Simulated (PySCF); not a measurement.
From one molecule to another.

First species: C₆H₆OS.
SMILES: `CC(=O)C1=CSC=C1`

Second species: C₆H₆OS.
Structure used (PBE0-D3(BJ)/def2-TZVP), in Å, numbered top down from 1:
```
atom  x, y, z in Å
C1    -2.328   -0.747   -0.357
C2    -1.304    0.306   -0.686
O3    -1.560    1.244   -1.407
C4     0.039    0.167   -0.098
C5     1.091    1.030   -0.285
C6     2.253    0.636    0.404
C7     2.072   -0.525    1.107
S8     0.496   -1.132    0.932
H9    -1.979   -1.733   -0.675
H10   -2.495   -0.795    0.723
H11   -3.262   -0.509   -0.861
H12    0.996    1.911   -0.905
H13    3.187    1.180    0.386
H14    2.791   -1.049    1.719
```

Levels: B97-2/pcSseg-2 for dipole moment, HOMO energy, LUMO energy and HOMO–LUMO gap; PBE0-D3(BJ)/def2-TZVP for rotational constant A and rotational constant C. Geometries: PBE0-D3(BJ)/def2-TZVP. All species are isolated and taken at one optimised geometry, non-relativistic unless stated; the electronic structure was computed with PySCF and density fitting.

Dipoles, sizes and rotational constants follow the conformer. The torsions of the flexible species, by atom-mapped SMILES:
- `[CH3:1][C:2](=[O:3])[c:4]1[cH:5][cH:6][s:7][cH:8]1`: C1–C2–C4–C5 0°
- `[CH3:1][C:2](=[O:3])[c:4]1[cH:5][cH:6][cH:7][s:8]1`: C1–C2–C4–C5 180°

**Question.** Which of the two has the higher HOMO–LUMO gap, and by how much?

**Answer.** The first: 5.46 eV against 5.17 eV, a difference of 0.29 eV.

**Question.** Which has the higher rotational constant C?

**Answer.** The second: 1.031 GHz against 0.929 GHz, a difference of 0.102 GHz.

**Question.** Which of the two has the higher LUMO energy, and by how much?

**Answer.** The first: -1.56 eV against -1.86 eV, a difference of 0.30 eV.

**Question.** Which has the higher dipole moment?

**Answer.** The first: 3.17 D against 3.06 D, a difference of 0.11 D.

**Question.** Which of the two has the higher rotational constant A, and by how much?

**Answer.** The first: 4.314 GHz against 3.592 GHz, a difference of 0.722 GHz.

On the first: The dipole matches unit charges of opposite sign 0.66 Å apart (1 e·Å = 4.8032 D). Isolated species at its PBE0-D3(BJ)/def2-TZVP geometry (one conformer only).

On the second: The dipole matches unit charges of opposite sign 0.64 Å apart (1 e·Å = 4.8032 D). One conformer (not necessarily the lowest) at the PBE0-D3(BJ)/def2-TZVP geometry, without solvent, vibrations or thermal averaging.
